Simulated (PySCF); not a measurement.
Electron correlation in Rh(2+) (rhodium, charge +2)

[Kr] 4d6 5p1, one real determinant (an excited configuration). Calculation: PySCF 2.14, in ANO-RCC-VTZP; scalar relativity by spin-free X2C-1e. Frozen: [Ar] 3d10; 15 electrons correlated.

| level | correlation energy (mhartree) |
| --- | --- |
| CCSD | -430.31 |
| (T) | -9.96 |
| CCSD(T) | -440.27 |

Diagnostics: T1 = 0.0067, D1 = 0.0312, largest double amplitude 0.053.

**Question.** Is a single reference adequate?

**Answer.** Yes, within this model without spin-orbit coupling: T1 lies below 0.03 and no double amplitude reaches 0.07.

The reference is one real determinant that mixes LS terms of this configuration.
